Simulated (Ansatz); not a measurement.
Ansatz (a first-principles code) input (PBE/def2-TZVP):

Ansatz 0.2 input:
```yaml
crystal:
  periodic: [false, false, false]
  atoms:
    - {symbol: Y, position_ang: [0.44514175, 0.31542447, -0.24083734]}
    - {symbol: O, position_ang: [-0.54121607, 1.54806852, -1.13080838]}
    - {symbol: Cl, position_ang: [-0.76651763, -1.45212367, 1.08465432]}
basis:
  gaussian:
    orbitals: def2-TZVP
hamiltonian:
  xc: {name: PBE}
relax: {f_tol: 0.003, max_steps: 100}
```

End of the output:

```
mean field evaluation 2: about -15335.8656 eV, gradient 2.3e2 eV
mean field evaluation 4: about -15605.1822 eV, gradient 4.7e1 eV
mean field evaluation 8: about -15609.7027 eV, gradient 2.9e-1 eV
mean field evaluation 16: about -15609.6998 eV, gradient 3.7e-4 eV
mean field -15609.69977910 eV, -573.6458862474 hartree, gradient 2.8e-5 eV, S^2 0.000000; 0 other end points of the search recorded, 0 dependent functions left out
the calculation of the forces begins
reference -15609.69984085 eV, -573.6458885166 hartree; 18, 18 occupied and 90, 90 virtual orbitals, 743 factors
relax step   1: F+E_penalty+E_count = -15609.69977910 eV  Δ(F+E_penalty+E_count) = +0.000e0 eV  max|allowed force component| = 1.973e-1 eV/Å  Δτ_max = 0.0000 Å  (29 SCF iters, accepted)
these checks for a lower state are left out or cut short: starts, cluster_reference, orbital_swaps, neighbouring_geometries, increment
integrals: 0.03 GiB planned
743 factors; their error is unknown
mean field: 0.25 GiB planned
mean field -15609.70203637 eV, -573.6459692005 hartree, gradient 1.4e-5 eV, S^2 0.000000; 0 other end points of the search recorded, 0 dependent functions left out
the calculation of the forces begins
reference -15609.70209822 eV, -573.6459714734 hartree; 18, 18 occupied and 90, 90 virtual orbitals, 743 factors
relax step   2: F+E_penalty+E_count = -15609.70203637 eV  Δ(F+E_penalty+E_count) = -2.257e-3 eV  max|allowed force component| = 1.537e-1 eV/Å  Δτ_max = 0.0596 Å  (34 SCF iters, accepted)
these checks for a lower state are left out or cut short: starts, cluster_reference, orbital_swaps, neighbouring_geometries, increment
integrals: 0.03 GiB planned
743 factors; their error is unknown
mean field: 0.25 GiB planned
mean field evaluation 32: about -15609.7034 eV, gradient 1.0e-4 eV
mean field -15609.70337526 eV, -573.6460184037 hartree, gradient 7.5e-6 eV, S^2 0.000000; 0 other end points of the search recorded, 0 dependent functions left out
the calculation of the forces begins
reference -15609.70343709 eV, -573.6460206759 hartree; 18, 18 occupied and 90, 90 virtual orbitals, 743 factors
relax step   3: F+E_penalty+E_count = -15609.70337526 eV  Δ(F+E_penalty+E_count) = -1.339e-3 eV  max|allowed force component| = 6.610e-2 eV/Å  Δτ_max = 0.0250 Å  (29 SCF iters, accepted)
these checks for a lower state are left out or cut short: starts, cluster_reference, orbital_swaps, neighbouring_geometries, increment
integrals: 0.03 GiB planned
743 factors; their error is unknown
mean field: 0.26 GiB planned
mean field -15609.70379990 eV, -573.6460340089 hartree, gradient 1.5e-5 eV, S^2 0.000000; 0 other end points of the search recorded, 0 dependent functions left out
the calculation of the forces begins
reference -15609.70386172 eV, -573.6460362809 hartree; 18, 18 occupied and 90, 90 virtual orbitals, 743 factors
relax step   4: F+E_penalty+E_count = -15609.70379990 eV  Δ(F+E_penalty+E_count) = -4.246e-4 eV  max|allowed force component| = 1.715e-3 eV/Å  Δτ_max = 0.0045 Å  (28 SCF iters, accepted)
integrals: 0.03 GiB planned
743 factors; their error is unknown
mean field: 0.26 GiB planned
mean field evaluation 64: about -15609.7038 eV, gradient 4.1e-5 eV
mean field -15609.70379990 eV, -573.6460340089 hartree, gradient 1.5e-5 eV, S^2 0.000000; 1 other end points of the search recorded, 0 dependent functions left out
the calculation of the forces begins
reference -15609.70386172 eV, -573.6460362809 hartree; 18, 18 occupied and 90, 90 virtual orbitals, 743 factors
Total energy: -15609.70386172 eV, -573.6460362809 hartree
Atom 0 at     0.472631     0.311266    -0.238289 Å, force     0.001115    -0.001430     0.001033 eV/Å
Atom 1 at    -0.561266     1.523497    -1.112322 Å, force    -0.001137     0.001715    -0.001242 eV/Å
Atom 2 at    -0.773957    -1.423394     1.063619 Å, force     0.000023    -0.000284     0.000209 eV/Å
Dipole moment:     1.515183     0.002600    -0.030372 e Å
```
